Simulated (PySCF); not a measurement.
# Splitting trees

Geometry:
```
atom   x (Å)   y (Å)   z (Å)
  B1   1.023   1.671   0.739
  H2   2.234   1.717   0.764
  H3   0.419   2.708   0.562
  C4   0.249   0.318   0.831
  C5  -0.097  -0.119  -0.608
  C6  -0.869  -1.430  -0.658
  H7  -0.696   0.433   1.390
  H8   0.836  -0.480   1.315
  H9   0.829  -0.222  -1.201
 H10  -0.685   0.671  -1.105
 H11  -1.825  -1.348  -0.118
 H12  -1.092  -1.725  -1.695
 H13  -0.296  -2.247  -0.193
```

PySCF 2.14 calculation with PBE0/pcSseg-1 with gauge-including orbitals, PBE0-D3(BJ)/def2-SVP structure and B3LYP/pcJ-1 coupling constants (spin–dipole term only in couplings to heteroatoms); fast rotation and ring inversion assumed for equivalent nuclei, non-relativistic Hamiltonian, no solvent, one computed conformer.

Shifts are taken against calculated references (same method and geometry level): TMS for 1H (σref 31.27), 13C (σref 184.41).

Spectrometer: 400 MHz for 1H. First-order analysis; couplings under 1 Hz (under 4 Hz in carbon signals) are ignored, and nearly equal couplings are merged; the smaller ones broaden or split the lines further.

Task: What pattern does H11/H12/H13 show (1H)?

Result: A triplet at δ 1.19: 8.0 Hz to H9/H10 (2 × 1H, 3 bonds away). Lines in Hz from the centre (relative intensity): +8.0 (1), +0.0 (2), -8.0 (1). The outer lines are 16.0 Hz apart, the sum of the couplings kept, or 0.040 ppm at this field.

Task: What pattern does C6 show in the proton-coupled 13C spectrum?

Result: A quartet of triplets at δ 20.1: 132.5 Hz to H11/H12/H13 (3 × 1H, 1 bond away), 4.2 Hz to H7/H8 (2 × 1H, 3 bonds away). Lines in Hz from the centre (relative intensity): +202.9 (1), +198.8 (2), +194.6 (1), +70.5 (3), +66.2 (6), +62.0 (3), -62.0 (3), -66.2 (6), -70.5 (3), -194.6 (1), -198.8 (2), -202.9 (1). The outer lines are 405.9 Hz apart, the sum of the couplings kept, or 4.036 ppm at this field.

Task: What pattern does H7/H8 show (1H)?

Result: A triplet of triplets at δ 1.70: 9.9 Hz to H9/H10 (2 × 1H, 3 bonds away), 7.6 Hz to H2/H3 (2 × 1H, 3 bonds away). Lines in Hz from the centre (relative intensity): +17.5 (1), +9.9 (2), +7.6 (2), +2.3 (1), +0.0 (4), -2.3 (1), -7.6 (2), -9.9 (2), -17.5 (1). The outer lines are 35.0 Hz apart, the sum of the couplings kept, or 0.087 ppm at this field.

Task: What pattern does H9/H10 show (1H)?

Result: A triplet of quartets at δ 0.94: 9.9 Hz to H7/H8 (2 × 1H, 3 bonds away), 8.0 Hz to H11/H12/H13 (3 × 1H, 3 bonds away). Lines in Hz from the centre (relative intensity): +21.9 (1), +13.9 (3), +12.0 (2), +5.9 (3), +4.0 (6), +2.1 (1), -2.1 (1), -4.0 (6), -5.9 (3), -12.0 (2), -13.9 (3), -21.9 (1). The outer lines are 43.8 Hz apart, the sum of the couplings kept, or 0.109 ppm at this field.

Hydrogens on boron are broadened and split by 11B (spin 3/2, 80 %) and 10B (spin 3). Unscaled 3J(H,H) at this level run about 10 % above measured values.
